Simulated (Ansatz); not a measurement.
Input file for Ansatz (a program for electronic structure): R-CCSD(T)/aug-cc-pVTZ on H2O (SMILES O).

Ansatz 0.2 input:
```yaml
crystal:
  periodic: [false, false, false]
  atoms:
    - {symbol: O, position_ang: [-0.00000000, -0.00000000, 0.38961139]}
    - {symbol: H, position_ang: [-0.00000000, 0.76498632, -0.19485569]}
    - {symbol: H, position_ang: [0.00000000, -0.76498632, -0.19485569]}
basis:
  gaussian:
    orbitals: aug-cc-pVTZ
magnetization: {spin_polarized: false}
correlation: {method: ccsd_t, electrons: outside_noble_gas}
scf: {lower_state_search: off}
```

Q: Give the final energy of this run.

A: -76.3423 hartree (reference determinant -76.0602, T1 diagnostic 0.010).
